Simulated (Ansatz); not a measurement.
Abridged output of a molecular run in Ansatz:

```
Functional definition: HF
869 factors; integrals over basis functions are off by at most 1.2e-3 eV
mean field evaluation 1: about -40949.6730 eV, gradient 2.0e1 eV
mean field evaluation 2: about -40949.6902 eV, gradient 2.0e1 eV
mean field evaluation 4: about -40951.0595 eV, gradient 1.6e0 eV
mean field evaluation 8: about -40951.0753 eV, gradient 3.7e-4 eV
mean field -40951.07529646 eV, -1504.9242595092 hartree, gradient 2.2e-6 eV, S^2 0.000000; 0 other end points of the search recorded, 0 dependent functions left out
19 core orbitals not correlated: weight in the atoms' cores, before any rotation towards them, 1.000 or more for the frozen orbitals, at most 0.000 for the correlated occupied ones
reference -40951.07529646 eV, -1504.9242595092 hartree; 18, 18 occupied and 48, 48 virtual orbitals, 869 factors
second order -12.91690785 eV of doubles, -0.00000000 eV of singles
cycle   1  -13.63661240 eV  change   -7.2e-1 eV  update   7.5e-2
cycle   2  -13.90694436 eV  change   -2.7e-1 eV  update   2.1e-2
cycle   3  -13.95345284 eV  change   -4.7e-2 eV  update   9.0e-3
cycle   4  -13.95110707 eV  change    2.3e-3 eV  update   1.9e-3
cycle   5  -13.95045732 eV  change    6.5e-4 eV  update   6.1e-4
cycle   6  -13.95028071 eV  change    1.8e-4 eV  update   1.8e-4
cycle   7  -13.95025999 eV  change    2.1e-5 eV  update   5.9e-5
cycle   8  -13.95028013 eV  change   -2.0e-5 eV  update   1.5e-5
perturbative correction -0.32780795 eV, -0.0120467200 hartree
Total energy: -40965.35338455 eV, -1505.4489695682 hartree
```

Its atoms:

Cartesian coordinates in Å:
```
Cl 0.2289 -0.8305 -1.8361
Si 0.1446 0.0204 0.0097
Cl 0.0965 -1.4443 1.4206
I -1.8207 1.4157 0.1928
H 1.3507 0.8387 0.2130
```

Task: Which basis set was used?
A. def2-TZVPPD
B. def2-QZVPP
C. def2-SVP
D. def2-TZVPP

Result: C. It gives 85 functions.

Task: Write the keys of the input that set method, charge and spin (a neutral closed shell needs none for the last two).

Result: 
```yaml
correlation: {method: ccsd_t}
```
